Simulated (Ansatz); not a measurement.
Program: Ansatz. Geometries: PBE0-D4/def2-TZVP. ΔE: electronic, gas phase. CCSD(T)/CBS adds triple-zeta CCSD(T) − MP2 to the extrapolated MP2 energy (def2 sets, frozen cores). This one scheme is used for every species. Functionals use def2-TZVPP. One conformer a species, not always the lowest.

Consider the formal exchange of groups at the Si–Si bond: `F[SiH](F)[Si](Cl)(Cl)Cl` + CH₄ → `C[SiH](F)F` + `Cl[SiH](Cl)Cl`.

`F[SiH](F)[Si](Cl)(Cl)Cl`:

Cartesian coordinates in Å:
```
F -0.511 0.313 -2.209
Si -0.710 0.726 -0.690
F -0.203 2.220 -0.519
Si 0.615 -0.671 0.645
Cl 0.396 -0.129 2.598
Cl -0.013 -2.597 0.420
Cl 2.577 -0.537 0.126
H -2.152 0.675 -0.370
```

CH₄:

Z-matrix (Å, degrees):
```
C
H 1 1.090
H 1 1.090 2 109.5
H 1 1.090 2 109.5 3 -120.0
H 1 1.090 2 109.5 3 120.0
```

`C[SiH](F)F`:

```xyz
8

C     0.068   -0.984   -0.065
Si   -0.014    0.848    0.079
F    -1.317    1.267    0.890
F    -0.144    1.498   -1.367
H    -0.820   -1.373   -0.568
H     0.133   -1.444    0.924
H     0.948   -1.284   -0.640
H     1.147    1.471    0.747
```

`Cl[SiH](Cl)Cl`:

Cartesian coordinates in Å:
```
Cl -0.547 -1.101 1.571
Si -0.006 -0.067 -0.089
Cl -1.263 1.505 -0.348
Cl 1.894 0.613 0.127
H -0.079 -0.950 -1.261
```

**Question.** Is it downhill or uphill in electronic energy at CCSD(T)/CBS, and by how much? (Estimate.)

**Answer.** Ansatz gave: Downhill: ΔE = -28.1 kJ/mol.

**Question.** What do these levels give: PBE-D4, BLYP-D4, r2SCANh-D4, ωB97M-V, r2SCANh, MP2/def2-SVP? (An estimate is asked.)

**Answer.** Ansatz gave: PBE-D4 -8.8, BLYP-D4 -9.0, r2SCANh-D4 -24.2, ωB97M-V -31.6, r2SCANh -26.5, MP2/def2-SVP -33.9 kJ/mol.

**Question.** What do rigid-rotor, harmonic-oscillator terms from PBE0-D4/def2-TZVP frequencies (298.15 K, 1 bar) make of the CCSD(T)/CBS value? (Estimate.)

**Answer.** Ansatz gave: ΔZPE = -1.2 kJ/mol, ΔH = -34.2 kJ/mol, ΔS = 4 J/(mol·K), ΔG = -35.6 kJ/mol. Modes under 50 cm⁻¹ make the entropy rough.

Largest T1 diagnostic among the species: 0.011.

From PBE to PBE0 (25 % exact exchange), in def2-TZVPP and without D4, ΔE moves by −7.5 kJ/mol. In def2-TZVPP, CCSD(T) changes the Hartree–Fock value by +11.3 kJ/mol (the triples alone add +2.9 kJ/mol) and MP2 by +8.4 kJ/mol.
